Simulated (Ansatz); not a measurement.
# What each rung costs, and what it gives

Saddle point of Si2NH8F, closed shell (SiNH₄F ([NH2][SiH2][F]) + SiH₄ → Si₂NH₇ ([NH2][SiH2][SiH3]) + HF; bonds formed: Si1–Si7, F2–H6; bonds broken: Si1–F2, H6–Si7), PBE0-D4/def2-TZVP structure:

```
12
angstrom
Si -0.8229 -0.1090 0.3054
F -0.0818 -1.8635 -0.2854
H -2.0480 -0.4547 -0.4437
H -0.8792 1.3863 0.4637
N -0.5369 -0.5883 1.9012
H 0.4090 -0.9012 -0.7562
Si 0.9903 0.7467 -1.3091
H -0.3082 -1.5302 2.1647
H -0.4975 0.0750 2.6543
H 1.7857 1.5543 -0.3516
H 1.9237 0.0722 -2.2586
H 0.0659 1.6122 -2.0847
```

Barriers are electronic and count from the start structure reached by relaxing down the imaginary mode.

Ansatz 0.2.0; basis: as named in each row; cores frozen in the correlated methods. B3LYP uses VWN-RPA correlation. Extrapolation: Hartree–Fock as exp(−7.88 √X), correlation as X^−2.97.

Times are rough, for one single point on 4 threads of a shared host (Arm Neoverse V1).

The estimate by CCSD(T) at an estimated basis limit (MP2 extrapolated from triple and quadruple zeta, plus CCSD(T) − MP2 in triple zeta) is 70.13 kcal/mol.

```json
{"method": "HF", "basis": "STO-3G", "time (s)": "under 1", "barrier (kcal/mol)": "113.95", "method less estimate": "43.82"}
{"method": "PBE-D4", "basis": "STO-3G", "time (s)": "under 1", "barrier (kcal/mol)": "55.21", "method less estimate": "-14.92"}
{"method": "SPW92", "basis": "def2-SVP", "time (s)": "under 1", "barrier (kcal/mol)": "45.35", "method less estimate": "-24.78"}
{"method": "PBE-D4", "basis": "def2-SVP", "time (s)": "under 1", "barrier (kcal/mol)": "53.59", "method less estimate": "-16.54"}
{"method": "B3LYP-D4", "basis": "6-31G", "time (s)": "under 1", "barrier (kcal/mol)": "62.63", "method less estimate": "-7.50"}
{"method": "PBE0-D4", "basis": "def2-SVP", "time (s)": "under 1", "barrier (kcal/mol)": "60.38", "method less estimate": "-9.75"}
{"method": "SPW92", "basis": "def2-TZVPP", "time (s)": "1", "barrier (kcal/mol)": "47.34", "method less estimate": "-22.79"}
{"method": "PBE-D4", "basis": "def2-TZVPP", "time (s)": "2", "barrier (kcal/mol)": "55.03", "method less estimate": "-15.11"}
{"method": "BLYP-D4", "basis": "def2-TZVPP", "time (s)": "2", "barrier (kcal/mol)": "63.64", "method less estimate": "-6.50"}
{"method": "BHLYP-D4", "basis": "def2-TZVPP", "time (s)": "3", "barrier (kcal/mol)": "75.99", "method less estimate": "5.86"}
{"method": "B3LYP-D4", "basis": "def2-TZVPP", "time (s)": "3", "barrier (kcal/mol)": "68.27", "method less estimate": "-1.86"}
{"method": "CAM-B3LYP-D4", "basis": "def2-TZVPP", "time (s)": "4", "barrier (kcal/mol)": "70.49", "method less estimate": "0.36"}
{"method": "CCSD(T)", "basis": "def2-SVP", "time (s)": "4", "barrier (kcal/mol)": "73.85", "method less estimate": "3.72"}
{"method": "PBE0-D4", "basis": "def2-TZVPP", "time (s)": "4", "barrier (kcal/mol)": "61.68", "method less estimate": "-8.45"}
{"method": "wB97M-V", "basis": "def2-SVP", "time (s)": "4", "barrier (kcal/mol)": "66.51", "method less estimate": "-3.62"}
{"method": "r2SCAN-D4", "basis": "def2-TZVPP", "time (s)": "4", "barrier (kcal/mol)": "62.06", "method less estimate": "-8.07"}
{"method": "r2SCAN0-D4", "basis": "def2-TZVPP", "time (s)": "6", "barrier (kcal/mol)": "66.38", "method less estimate": "-3.75"}
{"method": "RPA on PBE", "basis": "def2-TZVPP", "time (s)": "6", "barrier (kcal/mol)": "70.96", "method less estimate": "0.83"}
{"method": "B2PLYP", "basis": "def2-TZVPP", "time (s)": "6", "barrier (kcal/mol)": "70.84", "method less estimate": "0.71"}
{"method": "PBE-QIDH", "basis": "def2-TZVPP", "time (s)": "6", "barrier (kcal/mol)": "67.81", "method less estimate": "-2.32"}
{"method": "wB97X-V", "basis": "def2-TZVPP", "time (s)": "8", "barrier (kcal/mol)": "68.54", "method less estimate": "-1.59"}
{"method": "B97M-V", "basis": "def2-TZVPP", "time (s)": "10", "barrier (kcal/mol)": "66.34", "method less estimate": "-3.79"}
{"method": "wB97M-V", "basis": "def2-TZVPP", "time (s)": "10", "barrier (kcal/mol)": "68.13", "method less estimate": "-2.01"}
{"method": "MP2", "basis": "def2-QZVPP", "time (s)": "34", "barrier (kcal/mol)": "70.15", "method less estimate": "0.02"}
{"method": "CCSD(T)", "basis": "def2-TZVPP", "time (s)": "150", "barrier (kcal/mol)": "71.03", "method less estimate": "0.90"}
```

All methods are single points on the PBE0-D4 structures.

No T1 diagnostic of these runs exceeds 0.014.

Labels in which every atom is bracketed show which atoms are joined, not bond orders.
